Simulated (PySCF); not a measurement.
# Electron correlation in Ir⁶³⁺ (iridium, charge +63)

[Ne] 3s2 3p2, high-spin 3P determinant. Computed with PySCF 2.14 in an even-tempered Gaussian basis (17 s from 18 bohr⁻², ratio 2.5; 12 p from 23 bohr⁻², ratio 2.5; 4 d from 89 bohr⁻², ratio 2.7; 4 f from 130 bohr⁻², ratio 2.7), with scalar relativity by spin-free X2C-1e. Frozen: 1s2; 12 electrons correlated; the 20 highest virtual orbitals of each spin left out.

```csv
level,correlation energy (mhartree)
CCSD,-548.38
(T),-0.41
CCSD(T),-548.79
```

Diagnostics: T1 = 0.00024, D1 = 0.0011, largest double amplitude 0.029.

Spin-orbit coupling is strong in this species (close to jj coupling), so the high-spin LS determinant is a model state, not a physical level.

Cost of the coupled-cluster step: of the order of 40 core-seconds, for 12 correlated electrons.

Iterations:

```
CC2 = 0
CCSD nocc = (np.int64(7), np.int64(5)), nmo = (80, 80)
frozen orbitals [[0, 81, 82, 83, 84, 85, 86, 87, 88, 89, 90, 91, 92, 93, 94, 95, 96, 97, 98, 99, 100], [0, 81, 82, 83, 84, 85, 86, 87, 88, 89, 90, 91, 92, 93, 94, 95, 96, 97, 98, 99, 100]]
max_cycle = 100
direct = 0
conv_tol = 1e-08
conv_tol_normt = 1e-06
diis_space = 8
diis_start_cycle = 0
Init t2, MP2 energy = -0.535895527720136
Init E_corr(UCCSD) = -0.535895527720184
cycle = 1  E_corr(UCCSD) = -0.546471071851444  dE = -0.0105755441  norm(t1,t2) = 0.00536411
cycle = 2  E_corr(UCCSD) = -0.548075173955928  dE = -0.0016041021  norm(t1,t2) = 0.000897856
cycle = 3  E_corr(UCCSD) = -0.548380343927641  dE = -0.000305169972  norm(t1,t2) = 0.000159864
cycle = 4  E_corr(UCCSD) = -0.548378183334722  dE = 2.16059292e-06  norm(t1,t2) = 4.82704e-06
cycle = 5  E_corr(UCCSD) = -0.548378195891962  dE = -1.25572405e-08  norm(t1,t2) = 1.10922e-07
cycle = 6  E_corr(UCCSD) = -0.548378196357006  dE = -4.65043892e-10  norm(t1,t2) = 4.68419e-09
UCCSD converged
E(UCCSD) = -13172.32774957572  E_corr = -0.5483781963570059
UCCSD(T) correction = -0.000407259948803208
```

At this charge the one-electron X2C treatment keeps the bare 1/r₁₂, with no two-electron picture change or Breit term. The effect here is smaller than on the frozen 1s shell; and a scalar Hamiltonian misses the large spin-orbit splitting of the p shells, which matters for ns² → np² pairs.

Spin-orbit coupling is strong in this species, so the high-spin LS determinant is a model state.
